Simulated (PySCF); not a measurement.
SbF5, SMILES [F][Sb]([F])([F])([F])[F]. Geometry: B3LYP-D3(BJ)/def2-SVP. The isomer is the one that the SMILES or the coordinates give; other isomers of the formula were not compared. The def2 effective core potentials stand for the cores of Sb; spin–orbit coupling is left out.

Computed equilibrium geometry at B3LYP-D3(BJ)/def2-SVP (PySCF confirms it by a frequency run) as Cartesian coordinates in Å, and its point group:
point group D3h.
```xyz
6

Sb     0.0000     0.0000     0.0000
F      0.0000     0.0000    -1.9043
F      0.0000     0.0000     1.9043
F      1.8944     0.0000     0.0000
F     -0.9472    -1.6406     0.0000
F     -0.9472     1.6406     0.0000
```
